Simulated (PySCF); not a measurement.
Cl2Te, charge -1, doublet, geometry from GFN2-xTB (a state made from the parent by changing its charge; the spin is typed, not shown lowest) (core potentials on Te); B3LYP/def2-SVP (PySCF).

PySCF was given this input:
```python
from pyscf import gto, scf, dft

mol = gto.M(
    atom='''
Te   -0.002481    0.002450    0.128228
Cl    1.616798    1.970155   -0.202622
Cl   -1.609208   -1.977650   -0.189606
''',
    basis='def2-svp',
    ecp={'Te': 'def2-svp'},
    charge=-1,
    spin=1,
    verbose=4,
)

mf = dft.UKS(mol)
mf.xc = 'b3lyp'
mf.kernel()
mf.analyze()
```

Output, abridged:

```
PySCF version 2.14.0

[INPUT] verbose = 4
[INPUT] num. atoms = 3
[INPUT] num. electrons = 59
[INPUT] charge = -1
[INPUT] spin (= nelec alpha-beta = 2S) = 1
[INPUT] symmetry False subgroup None
[INPUT] Mole.unit = angstrom
[INPUT] Symbol           X                Y                Z      unit          X                Y                Z       unit  Magmom
[...]
nuclear repulsion = 198.034982752031
number of shells = 26
number of NR pGTOs = 133
number of NR cGTOs = 62
basis = def2-svp
ecp = {'Te': 'def2-svp'}

******** <class 'pyscf.dft.uks.UKS'> ********
method = UKS
initial guess = minao
damping factor = 0
level_shift factor = 0
DIIS = <class 'pyscf.scf.diis.CDIIS'>
diis_start_cycle = 1
diis_space = 8
diis_damp = 0
SCF conv_tol = 1e-09
SCF conv_tol_grad = None
SCF max_cycles = 50
direct_scf = True
direct_scf_tol = 1e-13
number electrons alpha = 30  beta = 29
XC library pyscf.dft.libxc version 7.1.2
    S. Lehtola, C. Steigemann, M. J. T. Oliveira, and M. A. L. Marques,  SoftwareX 7, 1–5 (2018)
XC functionals = b3lyp
    P. J. Stephens, F. J. Devlin, C. F. Chabalowski, and M. J. Frisch,  J. Phys. Chem. 98, 11623 (1994)
radial grids:
    Treutler-Ahlrichs [JCP 102, 346 (1995); DOI:10.1063/1.469408] (M4) radial grids

becke partition: Becke, JCP 88, 2547 (1988); DOI:10.1063/1.454033
pruning grids: <function nwchem_prune>
grids dens level: 3
symmetrized grids: False
atomic radii adjust function: <function treutler_atomic_radii_adjust>
small_rho_cutoff = 0
Set gradient conv threshold to 3.16228e-05
tot grids = 59720
init E= -1160.57870014912

cycle= 1 E= -1185.87275174194  delta_E= -25.3  |g|= 2.12  |ddm|= 5.81

cycle= 2 E= -1185.82195536284  delta_E= 0.0508  |g|= 2.29  |ddm|= 6.24
cycle= 3 E= -1188.31107703944  delta_E= -2.49  |g|= 0.187  |ddm|=  3.4
cycle= 4 E= -1188.33776913053  delta_E= -0.0267  |g|=  0.1  |ddm|= 0.62
cycle= 5 E= -1188.34548639913  delta_E= -0.00772  |g|= 0.0212  |ddm|= 0.185
cycle= 6 E= -1188.34570716176  delta_E= -0.000221  |g|= 0.00362  |ddm|= 0.0329
cycle= 7 E= -1188.34571593732  delta_E= -8.78e-06  |g|= 0.00028  |ddm|= 0.00554
cycle= 8 E= -1188.34571602823  delta_E= -9.09e-08  |g|= 0.000112  |ddm|= 0.000754
cycle= 9 E= -1188.34571603768  delta_E= -9.45e-09  |g|= 2.91e-05  |ddm|= 0.000167
cycle= 10 E= -1188.34571603883  delta_E= -1.15e-09  |g|= 9.23e-06  |ddm|= 0.000105
cycle= 11 E= -1188.34571603928  delta_E= -4.5e-10  |g|= 6.29e-06  |ddm|= 7.11e-05
Extra cycle  E= -1188.34571603988  delta_E= -6.04e-10  |g|= 8.2e-06  |ddm|= 9.82e-05
[...]
converged SCF energy = -1188.34571603988  <S^2> = 0.7516543  2S+1 = 2.0016536
Total Energy =                       -1188.345716039883882
[...]
[...]
spin_pop of  0 Te 4s       -0.00002
spin_pop of  0 Te 5s       -0.00037
spin_pop of  0 Te 6s       -0.00046
spin_pop of  0 Te 7s        0.00025
spin_pop of  0 Te 4px       0.00001
spin_pop of  0 Te 4py       0.00628
spin_pop of  0 Te 4pz       0.00425
spin_pop of  0 Te 5px       0.00059
spin_pop of  0 Te 5py       0.00099
spin_pop of  0 Te 5pz       0.00066
spin_pop of  0 Te 6px       0.00173
spin_pop of  0 Te 6py       0.50783
spin_pop of  0 Te 6pz       0.34214
spin_pop of  0 Te 7px      -0.00148
spin_pop of  0 Te 7py       0.00037
spin_pop of  0 Te 7pz       0.00052
spin_pop of  0 Te 4dxy     -0.00099
spin_pop of  0 Te 4dyz     -0.00123
spin_pop of  0 Te 4dz^2    -0.00129
spin_pop of  0 Te 4dxz     -0.00205
spin_pop of  0 Te 4dx2-y2    0.00009
spin_pop of  0 Te 5dxy      0.00104
spin_pop of  0 Te 5dyz      0.00084
spin_pop of  0 Te 5dz^2     0.00137
spin_pop of  0 Te 5dxz      0.00160
spin_pop of  0 Te 5dx2-y2    0.00138
spin_pop of  1 Cl 1s       -0.00000
spin_pop of  1 Cl 2s       -0.00000
spin_pop of  1 Cl 3s        0.00008
spin_pop of  1 Cl 4s        0.00017
spin_pop of  1 Cl 2px       0.00000
spin_pop of  1 Cl 2py       0.00000
spin_pop of  1 Cl 2pz      -0.00000
spin_pop of  1 Cl 3px       0.04042
spin_pop of  1 Cl 3py       0.02519
spin_pop of  1 Cl 3pz      -0.00014
spin_pop of  1 Cl 4px       0.00083
spin_pop of  1 Cl 4py       0.00060
spin_pop of  1 Cl 4pz      -0.00008
spin_pop of  1 Cl 3dxy      0.00008
spin_pop of  1 Cl 3dyz     -0.00002
spin_pop of  1 Cl 3dz^2    -0.00000
spin_pop of  1 Cl 3dxz     -0.00001
spin_pop of  1 Cl 3dx2-y2    0.00083
spin_pop of  2 Cl 1s       -0.00000
spin_pop of  2 Cl 2s       -0.00000
spin_pop of  2 Cl 3s        0.00008
spin_pop of  2 Cl 4s        0.00017
spin_pop of  2 Cl 2px       0.00000
spin_pop of  2 Cl 2py       0.00000
spin_pop of  2 Cl 2pz      -0.00000
spin_pop of  2 Cl 3px       0.04056
spin_pop of  2 Cl 3py       0.02504
spin_pop of  2 Cl 3pz      -0.00012
spin_pop of  2 Cl 4px       0.00083
spin_pop of  2 Cl 4py       0.00061
spin_pop of  2 Cl 4pz      -0.00008
spin_pop of  2 Cl 3dxy      0.00008
spin_pop of  2 Cl 3dyz     -0.00003
spin_pop of  2 Cl 3dz^2    -0.00000
spin_pop of  2 Cl 3dxz     -0.00001
spin_pop of  2 Cl 3dx2-y2    0.00083
In total            30.00000 | 29.00000

WARN: System has nonzero charge -1; the dipole moment is origin-dependent.
Location of origin: [0. 0. 0.]

Dipole moment(X, Y, Z, Debye): -0.01384,  0.01385,  0.72080
```
